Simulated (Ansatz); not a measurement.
## FeH₂, quintet: CASSCF and its corrections

Program: Ansatz, Gaussian basis, development build. Basis def2-SVP, nonrelativistic, 5 orbitals frozen in the corrections. State-specific CASSCF; RHF is the lowest restricted (open-shell) Hartree–Fock solution met. A minimal or small basis: far from the basis limit. No symmetry is imposed, so a solution can break that of the shape. Lower solutions, or ones in other orbitals, may exist.

Geometry. A bond is stretched, to 2.02 times the sum of the covalent radii.

```csv
atom,x (Å),y (Å),z (Å)
H,0.0000,0.0000,3.3000
Fe,0.0000,0.0000,0.0000
H,0.0000,0.0000,-1.6500
```

Problem. What do CASSCF and its corrections give against RHF in CAS(10,8), and what are the occupations?

Solution. CASSCF -1.697 eV, SC-NEVPT2 -8.249 eV; occupations 2.00, 2.00, 1.58, 1.00, 1.00, 1.00, 1.00, 0.42.
